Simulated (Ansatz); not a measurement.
Worked example: the barrier

An elementary step of SiNH₇O₂, closed shell (SiH₄O₂ ([OH][SiH2][OH]) + NH₃ → SiNH₅O ([NH2][SiH2][OH]) + H₂O; bonds formed: O2–H6; dative contacts that become bonds: Si1–N7; bonds broken: Si1–O2, H6–N7). “Start” is the structure reached by relaxing down from the saddle towards the reactants; PBE0-D4/def2-TZVP structures. The saddle:

```xyz
11
angstrom
Si -0.5527 -0.5989 0.0841
O 1.4315 -0.0272 0.4256
H 0.0281 -1.7289 -0.6915
H -2.0162 -0.7304 -0.2278
O -0.7009 -0.5117 1.7178
H 0.8719 0.8296 -0.3751
N -0.2305 1.0084 -0.8135
H 2.0924 -0.6111 0.0491
H 0.1658 -0.3881 2.1190
H -0.3304 0.9578 -1.8199
H -0.7590 1.8005 -0.4679
```

Ansatz 0.2.0; basis: def2-TZVPP and def2-QZVPP; cores frozen in the correlated methods.

Energies in eV:

| quantity | saddle | start |
| --- | --- | --- |
| Hartree–Fock, triple zeta (X = 3) | -13532.73014 | -13534.56820 |
| Hartree–Fock, quadruple zeta (X = 4) | -13533.25850 | -13535.10528 |
| MP2 correlation, X = 3 | -23.83704 | -23.38930 |
| MP2 correlation, X = 4 | -25.66677 | -25.21289 |
| CCSD(T) correlation, X = 3 | -25.40810 | -25.00994 |

(1) Work out the barrier at the basis limit: extrapolate Hartree–Fock as E(X) = E∞ + A exp(−7.88 √X) and the MP2 correlation as E(X) = E∞ + B X^−2.97 (the exponents that Neese and Valeev fitted for def2-TZVPP and QZVPP), then add CCSD(T) − MP2 in triple zeta.

No T1 diagnostic of these runs exceeds 0.012.

## Answers

(1) Each step is linear, so take the differences first (saddle − start): Hartree–Fock 1.83806 (X = 3) and 1.84678 (X = 4); MP2 correlation -0.44774 and -0.45388; CCSD(T) correlation -0.39816.
Two points give E∞ = E(4) + w [E(4) − E(3)], with w = 1/(exp(7.88 (2 − √3)) − 1) = 0.1377 for Hartree–Fock and w = 1/((4/3)^2.97 − 1) = 0.7407 for the correlation.
Hartree–Fock: 1.84678 + 0.1377 × 0.00872 = 1.8480 eV.
MP2 correlation: -0.45388 + 0.7407 × (-0.00614) = -0.4584 eV.
CCSD(T) − MP2: -0.39816 − (-0.44774) = 0.0496 eV.
Sum: 1.8480 + (-0.4584) + 0.0496 = 1.4392 eV, or 33.19 kcal/mol. Plain CCSD(T) in triple zeta gives 1.4399 eV, so the larger basis shifts the result by -0.0007 eV.

Labels in which every atom is bracketed show which atoms are joined, not bond orders.

For scale, one of the runs: CCSD(T)/def2-TZVPP, 233 basis functions, launched by `ansatz run in.yaml --threads 4 --pin off --events-out ev --progress --plain --max-ram 9574MiB`. Hardware: 4 CPU threads of an Arm Neoverse V2, shared host. Wall time 88 s; peak host memory 4.2 GiB.
